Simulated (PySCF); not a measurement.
Species: H9NSi3Te.
Numbering: `[SiH3:1][N:2]([SiH3:3])[SiH2:4][TeH:5]` (hydrogens: H6, H7, H8 on Si1; H9, H10, H11 on Si3; H12, H13 on Si4; H14 on Te5)

Method: PySCF 2.14.0, PBE0-D3(BJ)/def2-SVP geometry optimisation, gas phase, def2 core potentials past Kr; density fitting, grid level 1; the optimiser is geomeTRIC in internal coordinates, started from a GFN2-xTB structure with every atom displaced at random (about 0.01 Å).

Step 4: E = -32544.6128 eV
```
atom  x, y, z in Å  |  force x, y, z in eV/Å
Si1    -1.6829   -1.4486    0.2856    0.052   0.220   0.040
N2     -0.3423   -0.3063    0.2238   -0.075   0.030  -0.012
Si3    -0.6982    1.4206    0.3348    0.039  -0.169   0.018
Si4     1.2848   -0.8279   -0.1259    0.042  -0.005   0.057
Te5     2.8464    0.4003    1.4241   -0.042  -0.063  -0.054
H6     -2.6631   -0.9707    1.3046   -0.035  -0.046  -0.007
H7     -2.3746   -1.5494   -1.0358   -0.035  -0.042   0.002
H8     -1.1563   -2.7833    0.6710    0.025  -0.109   0.004
H9     -2.1820    1.5570    0.3487   -0.058   0.031  -0.008
H10    -0.1335    1.9847    1.5965   -0.021   0.069  -0.022
H11    -0.1425    2.1444   -0.8445    0.044   0.056   0.013
H12     1.7009   -0.5074   -1.5236    0.046   0.024  -0.023
H13     1.3707   -2.3018    0.0738   -0.027  -0.034  -0.003
H14     4.1015    0.0052    0.4049    0.045   0.037  -0.005
```

Step 5: E = -32544.6278 eV
```
atom  x, y, z in Å  |  force x, y, z in eV/Å
Si1    -1.6856   -1.4502    0.3285    0.072   0.220   0.040
N2     -0.3376   -0.3194    0.2180   -0.122   0.120  -0.019
Si3    -0.6823    1.4171    0.2908   -0.030  -0.247   0.022
Si4     1.2842   -0.8464   -0.1320    0.098  -0.037   0.011
Te5     2.8442    0.1895    1.5499    0.002  -0.037  -0.061
H6     -2.6256   -0.9684    1.3832   -0.032  -0.038  -0.004
H7     -2.4270   -1.5424   -0.9662   -0.031  -0.046   0.004
H8     -1.1558   -2.7893    0.6976    0.018  -0.095  -0.004
H9     -2.1672    1.5566    0.2785   -0.043   0.024  -0.014
H10    -0.1400    2.0146    1.5437   -0.002   0.069  -0.016
H11    -0.1151    2.1035   -0.9058    0.068   0.051   0.027
H12     1.7717   -0.3907   -1.4681    0.001   0.007  -0.024
H13     1.3133   -2.3356   -0.0826   -0.014  -0.021   0.009
H14     4.0516    0.1778    0.4027    0.014   0.030   0.031
```

Task: Estimate the geometry and energy of step 6. (The exact step hangs on the optimiser's Hessian estimate; all steps are aligned on step 5, rigid shifts and turns removed.)

Result: E = -32544.6375 eV, largest force 0.171 eV/Å
```
atom  x, y, z in Å  |  force x, y, z in eV/Å
Si1    -1.6847   -1.4459    0.3618    0.055   0.083   0.037
N2     -0.3338   -0.3249    0.2119   -0.089   0.114  -0.039
Si3    -0.6753    1.4119    0.2634   -0.040  -0.166  -0.006
Si4     1.2854   -0.8617   -0.1462    0.074  -0.024  -0.010
Te5     2.8562    0.0451    1.5974    0.009  -0.013  -0.017
H6     -2.5959   -0.9739    1.4464   -0.009  -0.012  -0.001
H7     -2.4717   -1.5394   -0.9062   -0.010  -0.019   0.002
H8     -1.1501   -2.7931    0.7088    0.003  -0.032  -0.010
H9     -2.1606    1.5589    0.2011   -0.007   0.007  -0.013
H10    -0.1719    2.0375    1.5181    0.004   0.033   0.006
H11    -0.0649    2.0846   -0.9214    0.050   0.027   0.028
H12     1.8047   -0.3324   -1.4435   -0.032  -0.004  -0.015
H13     1.2733   -2.3522   -0.1858    0.004   0.002   0.021
H14     4.0182    0.3023    0.4323   -0.012   0.005   0.018
```

The energy changes by -0.0097 eV. The first-order estimate −F·Δx gives -0.0146 eV and the mean of the old and new forces, exact on a quadratic surface, -0.0093 eV. The step makes an angle of 83° with the force vector and moves no atom by more than 0.152 Å.

What follows is the cost of the whole optimisation. Hardware: one thread of an Intel Xeon Platinum 8488C, shared host with 96 logical CPUs at a one-minute load of 37. Cost: 2.0 min wall, 0.56 GiB resident at most.
